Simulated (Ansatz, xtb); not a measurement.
## Two isomers of C3H8GeO2

Structure I: `O[C]1([GeH3])COC1`, a singlet. Structure II: `O[C@@H]1CO[C@H]1[GeH3]`, a singlet. Both are isolated molecules in the gas phase, relaxed with r2SCAN-D4/def2-SVP; the shapes shown needn't be the lowest conformers.

I (Å):

```csv
atom,x (Å),y (Å),z (Å)
C,-0.3413,0.2992,-0.2636
C,-0.9936,-0.9576,-0.8920
C,0.9642,-0.4435,-0.5918
Ge,-0.6742,0.5435,1.6753
O,-0.4585,1.5194,-0.9579
O,0.2526,-1.6652,-0.8423
H,-1.3219,1.9065,-0.7576
H,-0.6758,-0.8036,2.4133
H,-2.0524,1.2184,1.8251
H,0.4001,1.4713,2.2596
H,-1.7965,-1.4852,-0.3454
H,-1.3263,-0.7492,-1.9300
H,1.4279,-0.0216,-1.5064
H,1.7358,-0.5584,0.1902
```

II (Å):

```yaml
atoms:
  - { symbol: C, position_ang: [-0.9714, 0.6288, -0.4422] }
  - { symbol: C, position_ang: [-1.3968, 0.9590, 1.0056] }
  - { symbol: C, position_ang: [0.3080, 0.0954, 0.2252] }
  - { symbol: Ge, position_ang: [0.8897, -1.7569, -0.1047] }
  - { symbol: O, position_ang: [-0.7403, 1.6828, -1.3309] }
  - { symbol: O, position_ang: [-0.2808, 0.2293, 1.5421] }
  - { symbol: H, position_ang: [-1.5452, 1.8373, -1.8409] }
  - { symbol: H, position_ang: [-1.5956, -0.1640, -0.9001] }
  - { symbol: H, position_ang: [-1.3279, 2.0451, 1.2116] }
  - { symbol: H, position_ang: [-2.3649, 0.5696, 1.3677] }
  - { symbol: H, position_ang: [1.1364, 0.8158, 0.0703] }
  - { symbol: H, position_ang: [1.4866, -1.8880, -1.5170] }
  - { symbol: H, position_ang: [1.9382, -2.1701, 0.9362] }
  - { symbol: H, position_ang: [-0.3414, -2.6691, 0.0157] }
```

Quicker runs give these differences E(II) − E(I): GFN2-xTB −0.82 kcal/mol; HF/STO-3G −3.59 kcal/mol (at GFN2-xTB geometries); r2SCAN-D4/def2-SVP//GFN2-xTB −0.63 kcal/mol.

Task: Estimate E(II) − E(I) at the level CCSD(T)/def2-SVP + ΔMP2/def2-TZVPP.

Result: Too close to call at this level: CCSD(T)/def2-SVP + ΔMP2/def2-TZVPP gives E(II) − E(I) = −0.83 kcal/mol.

Level by level:

| level | geometry | E(II) − E(I) (kcal/mol) | departure from the last row (kcal/mol) | job, with rough time for the two |
| --- | --- | --- | --- | --- |
| GFN2-xTB | GFN2-xTB | −0.82 | 0.00 | optimisation, 0.19 s |
| HF/STO-3G | GFN2-xTB | −3.59 | −2.76 | single point, 0.48 s |
| r2SCAN-D4/def2-SVP//GFN2-xTB | GFN2-xTB | −0.63 | +0.20 | single point, 2.9 s |
| r2SCAN-D4/def2-SVP | r2SCAN-D4/def2-SVP | −0.56 | +0.26 | optimisation, 51 s |
| HF/def2-SVP | r2SCAN-D4/def2-SVP | −2.38 | −1.55 | part of the CCSD(T) run |
| MP2/def2-SVP | r2SCAN-D4/def2-SVP | −0.44 | +0.39 | part of the CCSD(T) run |
| CCSD(T)/def2-SVP | r2SCAN-D4/def2-SVP | −0.65 | +0.17 | single point |
| CCSD(T)/def2-SVP + ΔMP2/def2-TZVPP | r2SCAN-D4/def2-SVP | −0.83 |  | single point, 56 s |

As drawn, both hold the same kinds of bond in the same numbers.

The largest departure from CCSD(T)/def2-SVP + ΔMP2/def2-TZVPP is that of HF/STO-3G, 2.76 kcal/mol. The last row adds to CCSD(T) the change of the MP2 difference between the two basis sets, here −0.17 kcal/mol.

With thermal terms from frequencies at re-optimised GFN2-xTB minima (ideal gas, soft modes damped towards free rotors, one conformer each, 298.15 K, 1 atm): on the last row, ΔE + ΔZPE = −0.55, ΔH = −0.59, ΔG = −0.75 kcal/mol.

The correlated steps freeze 14 core orbitals; the filled d shell of Ge is correlated, in a basis made for valence electrons. Mirror images aren't counted in ΔG. Run with Ansatz 0.2.0, xtb 6.7.1; the last row on 2 threads of Intel(R) Xeon(R) 6975P-C (Granite Rapids) on a shared host.
